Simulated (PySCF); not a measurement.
**Deuteron quadrupole couplings in `CC(=O)c1csc(C(=O)F)c1C`**

Species: C₈H₇FO₂S.
Numbering: `[CH3:1][C:2](=[O:3])[c:4]1[cH:5][s:6][c:7]([C:8](=[O:9])[F:10])[c:11]1[CH3:12]` (hydrogens: H13, H14, H15 on C1; H16 on C5; H17, H18, H19 on C12)

Structure used (GFN2-xTB), in Å, numbered top down from 1:
```xyz
19
C8H7FO2S angstrom
C      3.0585   -0.0134    0.0796
C      1.7005   -0.6648    0.1812
O      1.5737   -1.8422    0.4244
C      0.5384    0.2257   -0.0344
C      0.6318    1.5698   -0.3139
S     -0.8697    2.3327   -0.5126
C     -1.6954    0.8276   -0.2175
C     -3.1325    0.7881   -0.2452
O     -3.8835   -0.1147   -0.0749
F     -3.6497    2.0328   -0.5190
C     -0.8181   -0.2136    0.0234
C     -1.2286   -1.6079    0.3071
H      3.1530    0.7754    0.8224
H      3.8264   -0.7632    0.2524
H      3.1948    0.4194   -0.9088
H      1.5233    2.1573   -0.4142
H     -0.8350   -1.9155    1.2750
H     -2.3086   -1.7077    0.2992
H     -0.7892   -2.2766   -0.4318
```

Level: PBE0/pcSseg-1 (PySCF, non-relativistic); Q(2H) = 0.00286 b; rigid geometry, the same for H and D, with no vibrational averaging.

Question: Rank these positions by the coupling χzz of a deuteron there, largest first.
A. H14 (methyl hydrogen)
B. H16 (aromatic hydrogen)
C. H18 (methyl hydrogen)

Answer: B (228 kHz), A (209 kHz), C (204 kHz).

Q: Tabulate Vzz, the asymmetry η and χzz = 234.96 MHz × Q × Vzz for every hydrogen position.

A: 
```tsv
atom	bonded to	bond length (Å)	Vzz (au)	η	χzz (kHz)
H13	C1	1.088	0.3130	0.02	210
H14	C1	1.087	0.3114	0.01	209
H15	C1	1.088	0.3131	0.02	210
H16	C5	1.072	0.3396	0.08	228
H17	C12	1.089	0.3090	0.05	208
H18	C12	1.085	0.3035	0.04	204
H19	C12	1.089	0.3091	0.05	208
```

Q: How does χzz go with the bond length over the 7 C–H bonds?

A: A straight-line fit has a slope of -11.8 kHz for each 0.01 Å, with a correlation coefficient of -0.89, over lengths from 1.072 to 1.089 Å. The longer bonds have the smaller couplings here.

One conformer (not necessarily the lowest) at the GFN2-xTB geometry, without solvent, vibrations or thermal averaging. GFN2-xTB bond lengths can be off by several hundredths of an ångström, more for odd bonds, and the gradients follow them. With a basis this small, the couplings can be 20 % off.

These values come from a run that also computed NMR shieldings. The run took about 2.9 min of CPU time (one thread, shared machine).
